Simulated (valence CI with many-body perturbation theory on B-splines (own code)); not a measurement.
# Ta60+: what the settings do

Calculated by relativistic CI+MBPT: three valence electrons over a frozen Dirac-Fock core [Ne], radial functions for each j: 6 s, 6 p, 5 d, 3 f, 1 g, with the one-electron correlation potential Σ1 (screened to all orders), the two-electron term Σ2, the three-electron term Σ3, Breit, model QED; selected single and double excitations, second order for the rest, scaled by the run's own slope (own B-spline code, finite nucleus).

No measured spectrum was set against this ion. As an estimate, large intervals hold to a few tenths of a per cent, small ones and those within an open d or f shell to about a per cent.

The reference run has the lowest level (3s^2 3p1/2) J=1/2 and an ionisation energy of 6503.16 eV. Its largest variational space holds 2750 state functions.

Levels are named by their leading jj configuration (3d3/2^4 stands for four electrons in 3d with j = 3/2), which in mixed levels can hold well under half, so a name can repeat and another be missing. Letters in brackets count levels of one name in rising energy.

Changed runs:
A. correlating orbitals by l 3 3 3 2 1 → 3 2 2 0 0
B. scale of Σ1 1 → 0.8; hole-hole ladder in Σ2 on → off
C. averaging of valence orbitals over low configurations on → off; natural orbitals for correlation on → off
D. box radius (bohr) 1.3818 → 0.56 (bad on purpose)

Excitation energies of the reference run in cm⁻¹, and shifts in cm⁻¹:

```
                     Level  Reference      A      B      C      D
        (3s 3p1/2^2) J=1/2    1321090   +226   +484    -38   -452
        (3s^2 3p3/2) J=3/2    2747930   -132   -321   -279  +1815
(3s 3p1/2 3p3/2) J=3/2 [a]    3829440   -661    +66  -1219  +1241
    (3s 3p1/2 3p3/2) J=5/2    3973300    +13   +122   -566  +1293
(3s 3p1/2 3p3/2) J=3/2 [b]    4141550   +181   +156   -159  +1125
    (3s 3p1/2 3p3/2) J=1/2    4221030   +428   +173   +126  +1500
        (3s^2 3d3/2) J=3/2    4601040  +2469    -52   +949   +225
        (3s^2 3d5/2) J=5/2    5153590  +1902   -336   +364   +167
     (3p1/2^2 3p3/2) J=3/2    5437820   +159   +575   -438   +250
(3s 3p1/2 3d3/2) J=3/2 [a]    5545350   +312   +423   -504   -254
    (3s 3p1/2 3d3/2) J=5/2    5643590  +1068   +336   -199   -709
    (3s 3p1/2 3d3/2) J=1/2    5853370  +2201   +337   +545   -620
    Ionisation energy (eV)    6503.16  -0.10  -0.26  -0.25  -0.28
```
